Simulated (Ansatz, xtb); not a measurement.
**Relaxing a trial structure of FH7Si2Sn**

The starting geometry of this gas-phase singlet has its atoms placed at random.

```tsv
atom	x (Å)	y (Å)	z (Å)
F	0.0549	-0.2918	2.0401
Si	-1.2129	-0.5726	-2.2949
Si	1.9788	-1.3317	-0.4205
Sn	0.3049	0.0407	0.4039
H	0.1438	-1.9992	-1.7238
H	0.1554	-0.5565	-1.2954
H	-1.1367	-1.0202	0.2279
H	1.5848	1.4074	-0.1370
H	1.4359	-2.0337	0.5273
H	-0.1530	0.8252	-1.0901
H	1.5681	-0.1891	1.5244
```

**Question.** Guess where an optimisation with r2SCAN-D4/def2-SVP ends from this start.

**Answer.** It ends as `[F][SnH]([SiH3])[SiH3]`. Distances that change by over a tenth: F1–Sn4 (1.69 → 1.96 Å), Si3–Sn4 (2.32 → 2.58 Å), Si3–H9 (1.30 → 1.49 Å), Sn4–H8 (1.95 → 1.72 Å). Contacts that open: Si2–H6 (1.69 → 4.72 Å), Sn4–H6 (1.81 → 3.37 Å), Sn4–H7 (1.80 → 3.40 Å), Sn4–H10 (1.75 → 3.37 Å), Sn4–H11 (1.70 → 3.40 Å). Contacts that close: Si2–Sn4 (3.16 → 2.58 Å), Si2–H5 (2.05 → 1.49 Å), Si2–H7 (2.56 → 1.49 Å), Si2–H10 (2.13 → 1.50 Å), Si3–H6 (2.17 → 1.50 Å), Si3–H11 (2.29 → 1.49 Å).

The energy falls by 16.31 eV over 43 steps:

| step | E − E(last) (eV) |
| --- | --- |
| 1 | 16.309 |
| 6 | 4.691 |
| 10 | 3.083 |
| 15 | 1.764 |
| 20 | 1.008 |
| 24 | 0.021 |
| 29 | 0.018 |
| 34 | 0.011 |
| 38 | 0.002 |
| 43 | 0.000 |

Final geometry (Å):

```yaml
atoms:
  - { symbol: F, position_ang: [-0.4331, -0.4243, 2.1678] }
  - { symbol: Si, position_ang: [-1.5132, -0.3528, -1.2899] }
  - { symbol: Si, position_ang: [2.5149, -1.1983, 0.2145] }
  - { symbol: Sn, position_ang: [0.3245, 0.1409, 0.4496] }
  - { symbol: H, position_ang: [-1.7635, -1.8226, -1.3587] }
  - { symbol: H, position_ang: [3.1746, -0.8162, -1.0719] }
  - { symbol: H, position_ang: [-2.7765, 0.3561, -0.9306] }
  - { symbol: H, position_ang: [0.5928, 1.8275, 0.6711] }
  - { symbol: H, position_ang: [2.2103, -2.6591, 0.1889] }
  - { symbol: H, position_ang: [-1.0443, 0.1239, -2.6273] }
  - { symbol: H, position_ang: [3.4374, -0.8967, 1.3483] }
```

From the same start GFN2-xTB ends elsewhere, in pieces: FH5Si2Sn + H2.

From so rough a start the end depends on the optimiser's path, so another program may land elsewhere. The end wasn't checked by frequencies. Atoms past krypton carry core potentials, without spin–orbit terms. Run with Ansatz 0.2.0, 70 s on 2 threads of Intel(R) Xeon(R) 6975P-C (Granite Rapids), on a shared host.
